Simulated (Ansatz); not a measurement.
Consider the cleavage of the Si–B bond: `FB[Si](Cl)(Cl)Cl` + CH₃NH₂ → `CN[Si](Cl)(Cl)Cl` + `BF`.

Isolated molecules relaxed with PBE0-D4/def2-TZVP in Ansatz; ΔE leaves out vibrations. CCSD(T)/CBS adds triple-zeta CCSD(T) − MP2 to the extrapolated MP2 energy (def2 sets, frozen cores). This one scheme is used for every species. Functionals use def2-TZVPP. One conformer a species, not always the lowest.

`FB[Si](Cl)(Cl)Cl`:

Z-matrix (Å, degrees):
```
Si
B 1 2.031
Cl 1 2.043 2 108.6
Cl 1 2.037 2 113.3 3 121.0
Cl 1 2.043 2 108.5 3 -118.0
F 2 1.313 1 120.0 3 -121.7
H 2 1.199 1 121.7 3 58.4
```

CH₃NH₂:

```xyz
7

C    -0.563   -0.077    0.002
N     0.811    0.336    0.233
H    -0.700   -0.840   -0.778
H    -1.161    0.793   -0.276
H    -0.984   -0.471    0.930
H     1.217    0.714   -0.613
H     1.381   -0.455    0.502
```

`CN[Si](Cl)(Cl)Cl`:

```xyz
10

C    -0.947    0.509   -0.983
N    -0.260   -0.543   -0.260
Si    0.868   -0.301    0.961
Cl    2.546    0.703    0.364
Cl    1.425   -2.129    1.650
Cl    0.062    0.815    2.461
H    -1.968    0.204   -1.224
H    -0.436    0.789   -1.910
H    -1.016    1.400   -0.356
H    -0.275   -1.447   -0.703
```

`BF`:

Cartesian coordinates in Å:
```
B -0.037 -0.023 -0.024
F 0.932 0.595 0.620
H -0.185 -1.194 0.180
H -0.710 0.623 -0.775
```

| level | ΔE (eV) |
| --- | --- |
| r2SCAN0-D4 | -1.02 |
| MP2/CBS(def2) | -1.14 |

Question: What does CCSD(T)/CBS give? (Estimate.)

Answer: Ansatz gave: -1.03 eV. The listed levels differ from it by 0.01, -0.11 eV.

Largest T1 diagnostic among the species: 0.013.

From r2SCAN to r2SCAN0 (25 % exact exchange), in def2-TZVPP and without D4, ΔE moves by −0.05 eV. The D4 term adds −0.08 eV with B3LYP and −0.05 eV with PBE0; it sums over pairs of atoms, weighted by their polarisabilities, and B3LYP, whose exchange is more repulsive, gets the larger term.

B3LYP here is the variant with VWN-RPA as its local correlation; programs differ in this.
